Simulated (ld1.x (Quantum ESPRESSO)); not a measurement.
## technetium (Tc): excitation energies, all-electron against PAW

- Element: technetium
- Generator: ld1.x (Quantum ESPRESSO) 7.5
- Type: PAW
- Functional: PW91
- Relativity: fully relativistic
- Frozen core: [Ar] 3d10
- Valence charge: 15
- Reference configuration: 4s2 4p6 4d5 5s1.75 5p0 (charge +0.25)
- Partial waves: 4s (bound): rcut 1.55, rcutus 1.85 bohr; 5s (bound): rcut 1.55, rcutus 1.85 bohr; 4p (bound): rcut 1.55, rcutus 1.85 bohr; 5p (bound, empty): rcut 1.55, rcutus 1.85 bohr; 4d (bound): rcut 1.85, rcutus 2.55 bohr; 4d channel at 3.2 Ry: rcut 1.85, rcutus 2.55 bohr
- Local potential: all-electron potential smoothed inside 2.50 bohr (lloc = -2)
- Core correction: a·sin(br)/r model core, default radius (ld1.x builds one for every PAW set, though the input has nlcc=.false.)
- Augmentation charge: BESSEL, radius 1.40 bohr

Open shells are filled in proportion to 2j + 1 (rel_dist='average').

Energies are relative to the spin-unpolarised reference configuration 4s2 4p6 4d5 5s1.75 5p0; without spin polarisation the order of configurations can differ from experiment. Not all tests gave a result: 2 of 7 tests not solved or not reliable. Left out of the table: 4s2 4p6 4d5 5s0 5p0 (solver errors, printed error -1523 eV); 4s2 4p6 4d4 5s0 5p0 (solver errors, printed error -1386 eV). The frozen-core shift is the all-electron ΔE with the core orbitals held at their reference shape minus the fully relaxed ΔE.

```json
{"valence configuration": "4s2 4p6 4d5 5s2 5p0", "charge": "0", "ΔE all-electron (eV)": "-1.463", "error AE − PS (meV)": "-0.1", "frozen-core shift (meV)": "0.0"}
{"valence configuration": "4s2 4p6 4d5 5s1 5p0", "charge": "+1", "ΔE all-electron (eV)": "6.754", "error AE − PS (meV)": "-1.1", "frozen-core shift (meV)": "0.0"}
{"valence configuration": "4s2 4p6 4d4 5s2 5p1", "charge": "0", "ΔE all-electron (eV)": "5.144", "error AE − PS (meV)": "-1.7", "frozen-core shift (meV)": "+0.2"}
```

Task: What are ΔE and the potential's error for 4s2 4p6 4d5 5s1.5 5p0?

Result: ΔE = 1.850 eV all-electron; the error (AE − PS) is -0.1 meV.

Task: What are ΔE and the potential's error for 4s2 4p6 4d4 5s2 5p0?

Result: ΔE = 10.231 eV all-electron; the error (AE − PS) is -4.1 meV.

Levels in the configuration 4s2 4p6 4d4 5s2 5p0:

```
   level  all-electron (eV)  pseudo (eV)
4s j=1/2            -84.835      -84.842
4p j=1/2            -58.676      -58.686
4p j=3/2            -55.667      -55.677
4d j=3/2            -17.210      -17.216
4d j=5/2            -16.887      -16.894
5s j=1/2            -12.726      -12.730
```

ld1.x printed “convergence not achieved” for 5 of the counted tests; their residual had stalled under 1e-8, short of the target of 1e-14.

The ghost test of this file was not conclusive.
